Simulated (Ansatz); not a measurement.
Program: Ansatz. Geometries: PBE0-D4/def2-TZVP. ΔE: electronic, gas phase. CCSD(T)/CBS adds triple-zeta CCSD(T) − MP2 to the extrapolated MP2 energy (def2 sets, frozen cores). This one scheme is used for every species. DFT in def2-TZVPP. For Ge outer-core shells are correlated without core-valence functions, which leaves a few kJ/mol of doubt a bond. Scalar relativity is left out up to krypton. Each species was taken in one conformer, which may not be the lowest.

Reaction (ligand exchange at a Ge–O bond): `C[O][GeH3]` + `CSS` → `CS[S][GeH3]` + CH₃OH

```tsv
level	ΔE (kJ/mol)
BLYP-D4	-25.1
r2SCANh-D4	-27.4
```

Problem. What does CCSD(T)/CBS give? (Best estimate.)

Solution. The calculation gave: -27.6 kJ/mol. The listed levels differ from it by 2.5, 0.2 kJ/mol.

Largest T1 diagnostic among the species: 0.012.

The D4 term adds −5.7 kJ/mol with B3LYP and −3.2 kJ/mol with PBE0; it sums over pairs of atoms, weighted by their polarisabilities, and B3LYP, whose exchange is more repulsive, gets the larger term. At CCSD(T), def2-SVP lies +8.7 kJ/mol from the extrapolated value and def2-TZVPP +4.8 kJ/mol.

B3LYP here is the variant with VWN-RPA as its local correlation; programs differ in this.
